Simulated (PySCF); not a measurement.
MgIn⁻ from Hartree–Fock to correlated methods

State: ³Σ⁻ (triplet), unpaired electrons π ↑↑. Set-up: PySCF, scalar-relativistic core potentials, basis sets Mg aug-cc-pVDZ, In aug-cc-pVDZ-PP with ECP28. De refers to Mg + In⁻ in their high-spin ground configurations, without counterpoise correction. The functionals are run spin-unrestricted. A positive dipole points towards In; it is taken about the centre of mass and depends on that origin.

| Level | Re (Å) | ωe (cm⁻¹) | De (eV) | μ (D) | CPU s a point (SCF and correlation, without the integrals) |
| --- | --- | --- | --- | --- | --- |
| ROHF | 3.215 | 96.0 | n/a | 1.97 | 0.15 |
| ROHF-MP2 | 2.873 | 183 | 0.76 | n/a | 0.34 |
| ROHF-SCS-MP2 | 2.911 | 169 | 0.64 | n/a | n/a |
| PBE | 2.876 | 181 | 0.93 | 3.30 | 0.78 |
| PBEsol | 2.836 | 191 | 1.06 | 3.19 | 0.53 |
| r²SCAN | 2.828 | 194 | 1.01 | 3.08 | 1.3 |
| B3LYP | 2.919 | 162 | 0.65 | 2.81 | 0.94 |
| PBE0 | 2.871 | 181 | 0.87 | 3.04 | 1.2 |
| HSE06 | 2.872 | 181 | 0.88 | 2.97 | 1.2 |
| BHandHLYP | 2.935 | 155 | 0.56 | 2.52 | 0.71 |

Correlated steps freeze 5 core orbitals. Correlated levels converge slowly with the basis: in double zeta they bind strong bonds too weakly, by up to about 1 eV, and carry superposition errors of some tenths. Spin–orbit coupling is left out, which matters for elements this heavy, above all for dissociation energies. For an ion De counts to the pair picked by the measured ionisation energies or electron affinities, which need not be the lowest pair at this level. The highest Kohn–Sham level is positive in this anion. Much of that is self-interaction error, but it also means that the finite basis helps to hold the extra electron. UHF is strongly spin-contaminated for MgIn⁻, so the ROHF reference used there is far from stable. The state is the lowest determinant that a PBE0 search found; another state may lie lower at other levels.

The whole job (state search and all levels along the bond) took about 2.3 min on 1 thread of Arm Neoverse V2 (shared host), peak memory 0.89 GiB.
